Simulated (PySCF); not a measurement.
## Computed vibrations of [Bi2]+

[Bi2]+ (doublet). PySCF 2.14.0, UKS B3LYP, Bi def2-SVP with ECP60; non-relativistic Hamiltonian with scalar-relativistic core potentials where named; density fitting; no spin-orbit coupling. Central differences of gradients.

```xyz
2

Bi    0.0000    0.0000    1.3836
Bi    0.0000    0.0000   -1.3836
```

Run from Python with OMP_NUM_THREADS=2. Where DIIS fails, smearing, a level shift and second-order steps follow.
It took 8.3 s on 2 threads of Intel(R) Xeon(R) Platinum 8259CL CPU @ 2.50GHz (Skylake/Cascade Lake), with other jobs on the host.

Question: What are the harmonic wavenumbers and infrared intensities?

Answer: Modes are labelled in D∞h; negative numbers are unstable modes, those under 60 cm⁻¹ near the noise; a finer grid moves soft modes by up to 10 cm⁻¹.
```json
{"cm⁻¹": "177", "km/mol": "0.0", "symmetry": "σg+"}
```

Question: Is this a minimum?

Answer: Yes. Ideal gas at 298.15 K and 1 bar: S = 278.8 J/(mol K), Cp = 36.9 J/(mol K), H − H(0 K) = 10.2 kJ/mol (rigid rotor, harmonic modes, spin degeneracy alone).

Open shells may have lower solutions than the one found.
